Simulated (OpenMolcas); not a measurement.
# Ionisation energies of barium

```json
{
 "Program": "OpenMolcas",
 "Basis": "ANO-R3 [9s7p4d3f2g1h]",
 "Scalar Hamiltonian": "X2C, finite nucleus",
 "Spin-orbit coupling": "state interaction with AMFI integrals over the reference wave functions, term energies averaged over their components"
}
```

Active shells in each charge state: the valence s, p, d shells, with orbitals averaged over the low states. Where CASPT2's correlated closed shells are named, they are those of the first ion.

A. CASSCF
B. SS-CASPT2, IPEA 0.25 Eh, imaginary shift 0.1 Eh (closed shells correlated: 5s 5p)
C. SS-CASPT2, IPEA 0.25 Eh, imaginary shift 0.1 Eh (closed shells correlated: none)
D. SS-CASPT2, IPEA 0 Eh, imaginary shift 0.1 Eh (closed shells correlated: 5s 5p)
E. SS-CASPT2, IPEA 0.25 Eh, imaginary shift 0.1 Eh (closed shells correlated: 4d 5s 5p)

Energies in eV between the lowest computed levels, named as in B; reference values from the NIST Atomic Spectra Database with their kind.

| From | To | A | B | C | D | E | Spin-orbit share in B | Reference |
| --- | --- | --- | --- | --- | --- | --- | --- | --- |
| Ba 6s² ¹S₀ | Ba+ 6s ²S_1/2 | 4.986 | 5.043 | 5.006 | 5.013 | 5.090 | +0.000 | 5.212 (measured) |
| Ba+ 6s ²S_1/2 | Ba2+ 5p⁶ ¹S₀ | 9.190 | 9.819 | 9.190 | 9.889 | 9.836 | +0.000 | 10.004 (measured) |

Error against the reference values, in %:

```tsv
From	Reference	A	B	C	D	E
Ba	measured	-4.3	-3.2	-4.0	-3.8	-2.3
Ba+	measured	-8.1	-1.8	-8.1	-1.1	-1.7
```

Mean absolute error over the 2 measured values: A 0.52 eV, B 0.18 eV, C 0.51 eV, D 0.16 eV, E 0.14 eV.

The lowest level within the active space need not be the ion's true ground level.
